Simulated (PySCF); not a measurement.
GeBr2, SMILES [Ge]([Br])[Br] (connectivity only; charge and spin as stated), neutral, multiplicity 1.

The structure is a stationary point at PBE0-D3(BJ)/def2-SVP. The isomer is the one that the SMILES or the coordinates give; other isomers of the formula were not compared.

These are PBE0-D3(BJ)/def2-SVP (PySCF) values and carry that method's errors.

Frequencies are harmonic and unscaled.

Computed vibrational spectrum:
| mode | ν (cm⁻¹) | IR (km/mol) | Raman (Å⁴/amu) | depolarisation | moving atoms (share of kinetic energy) |
|---|---|---|---|---|---|
| 1 | 102 | 0.5 | 3.9 | 0.64 | Br 82 %, Ge 18 % |
| 2 | 289 | 76.9 | 7.2 | 0.75 | Ge 57 %, Br 43 % |
| 3 | 294 | 27.8 | 11.1 | 0.14 | Ge 51 %, Br 49 % |
